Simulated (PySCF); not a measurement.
**Basis and Hamiltonian dependence of the ionisation energy of In⁺**

In⁺ [Kr] 4d10 5s2 (1S) → In²⁺ [Kr] 4d10 5s1 (2S). Calculated with PySCF 2.14 from differences of total energies of unrestricted determinants, without spin-orbit coupling. Values in eV.

```
                                                                               basis    Hamiltonian  functions     UHF  r2SCAN    PBE0  MP2 (valence)  CCSD(T) (valence)  CCSD(T) (valence and next inner shell)
                                                        aug-cc-pVDZ-PP with ECP28MDF            ECP         32  17.018  18.799  18.717         17.586             17.879                                     n/a
                                                            cc-pVTZ-PP with ECP28MDF            ECP         39  17.012     n/a  18.716         17.645             17.901                                     n/a
                                                               Sapporo-DKH3-DZP-2012  spin-free X2C         52  17.051     n/a     n/a            n/a                n/a                                  18.421
                                                        aug-cc-pVTZ-PP with ECP28MDF            ECP         55  17.012  18.795  18.716         17.646             17.902                                     n/a
                             def2-TZVPPD with the def2 core potential (28 electrons)            ECP         56  17.010  18.807  18.726         17.649             17.906                                  18.687
         aug-cc-pVTZ-PP with one added diffuse shell each of d, f type with ECP28MDF            ECP         67  17.012  18.795  18.716         17.646             17.902                                     n/a
                                                                        ANO-RCC-VTZP  spin-free X2C         68  17.022  18.693  18.659         17.625             17.889                                  18.721
                                                                     aug-cc-pVTZ-DK3  spin-free X2C         68  17.020  18.682  18.653         17.651             17.909                                     n/a
                             def2-QZVPPD with the def2 core potential (28 electrons)            ECP         88  17.009  18.803  18.716         17.674             17.914                                     n/a
                                                        aug-cc-pVQZ-PP with ECP28MDF            ECP         92  17.009  18.803  18.716         17.674             17.913                                     n/a
aug-cc-pVQZ-PP with one added diffuse shell each of s, p, d, f, g type with ECP28MDF            ECP        117  17.009  18.803  18.716         17.674                n/a                                     n/a
              aug-cc-pwCVTZ-DK3 with one added diffuse shell each of s, p, d, f type  spin-free X2C        125  17.014  18.696  18.662         17.665                n/a                                     n/a
                   x2c-QZVPPall with one added diffuse shell each of s, p, d, f type  spin-free X2C        128  17.015  18.696  18.662         17.674                n/a                                     n/a
                                                        aug-cc-pV5Z-PP with ECP28MDF            ECP        139  17.008  18.809  18.719         17.687                n/a                                     n/a
```

Extrapolation of CCSD(T) (valence) from aug-cc-pVTZ-PP with ECP28MDF and aug-cc-pVQZ-PP with ECP28MDF: the correlation parts are 0.890 and 0.904 eV; with the X⁻³ form and unrounded values, (4³ × 0.904 − 3³ × 0.890)/(4³ − 3³) = 0.914 eV, and adding the Hartree-Fock value 17.009 eV of the larger basis gives 17.924 eV.

Frozen in the all-electron rows: valence and next inner shell: [Ar] 3d10; valence: [Kr] 4d10; with a core potential, the same shells as far as they lie outside it.

Reference for a calculation without spin-orbit coupling: 18.870 eV (measured, between term centres; NIST).
